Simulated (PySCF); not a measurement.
Stepwise substitution at one centre (Ga SiH3-H). Gas-phase values, no solvent. Strings in code marks are SMILES.

Quantity: vertical ionisation energy (energy after one electron is removed minus that of the parent at the parent's geometry), in eV.

Level 1: ωB97X-D3(BJ)/def2-TZVP // PBE0-D3(BJ)/def2-TZVP (PySCF)
Level 2: B3LYP/6-31G* // PBE0-D3(BJ)/def2-TZVP (PySCF)
Level 3: minus the HOMO energy of B3LYP/6-31G* // PBE0-D3(BJ)/def2-TZVP (PySCF)
Level 4: minus the HOMO energy of PBE0-D3(BJ)/def2-TZVP (PySCF)

```json
[
 {"species": "`[SiH3][GaH][SiH3]`", "level 1": "?", "level 2": "9.05", "level 3": "?", "level 4": "7.28"},
 {"species": "`[SiH3][GaH2]`", "level 1": "9.92", "level 2": "?", "level 3": "7.38", "level 4": "7.64"},
 {"species": "`[GaH3]`", "level 1": "11.47", "level 2": "11.29", "level 3": "8.42", "level 4": "8.59"}
]
```

Q: Some entries are withheld; supply them.

A: 
- `[SiH3][GaH][SiH3]`, level 1: 9.31
- `[SiH3][GaH][SiH3]`, level 3: 6.99
- `[SiH3][GaH2]`, level 2: 9.75
